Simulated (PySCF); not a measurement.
Vertical excitations of a molecule C5H5Cl from TDA-PBE/def2-SVPD (PySCF), as energy in eV (oscillator strength): 5.36 (0.005), 5.52 (0.051), 6.03 (0.079), 6.06 (0.018), 6.24 (0.002), 6.26 (0.000), 6.38 (0.007), 6.47 (0.017), 6.60 (0.146), 6.66 (0.022). Lowest triplet (TDA): 4.11 eV. Geometry optimised at B3LYP-D3(BJ)/def2-SVP. Other conformers were not sampled.

Q: Pick the molecule that these values belong to.
A. ClC1=CCC=C1
B. C=C(Cl)C#CC
C. C#C/C(C)=C/Cl
D. C#CC/C=C/Cl

A: D, C#CC/C=C/Cl
